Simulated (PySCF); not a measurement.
## State search for ZnBr⁺

Unrestricted PBE0; PySCF, no relativity, basis sets Zn pcseg-1, Br pcseg-1. Outer shells of the fragments: Zn+ 3d10 4s1; Br 3d10 4s2 4p5.

Followed along the bond (rough minima from three points):

```
2Ms+1  unpaired  ⟨S²⟩ at the start  R at minimum (Å)  Te (eV)
    1      none               0.00              2.21     0.00
    3  σ ↑, π ↑               2.00  none in the scan   ≤ 1.54
    1  σ ↓, π ↑               1.00  none in the scan   ≤ 1.61
```

Solutions found at the starting distance of 2.405 Å, counted from the lowest of them; the search is not exhaustive and high or unbound solutions are not listed, so other states can lie among these:

```tsv
2Ms+1	unpaired	term	E (eV)	⟨S²⟩	⟨Lz²⟩	μ (D)
1	none	¹Σ⁺	0.00	0.00	0.00	-7.53
3	σ ↑, π ↑	³Π	1.46	2.00	1.00	-1.84
1	σ ↓, π ↑	mixed	1.53	1.00	1.00	-1.86
3	σ ↑↑	³Σ⁺	2.93	2.00	0.00	-2.98
3	π ↑↑	³Σ⁻	6.91	2.00	0.00	4.79
3	π ↑↑	mixed	6.94	2.01	2.01	-2.84
```

A term symbol is given only where ⟨S²⟩ and ⟨Lz²⟩ are close to those of a pure state; real π, δ and φ orbitals otherwise mix terms. A positive dipole points towards Br; it is taken about the centre of mass and depends on that origin.

Counting both spins, an empty level lies below a filled one in some of these solutions, because spin and occupation are held.
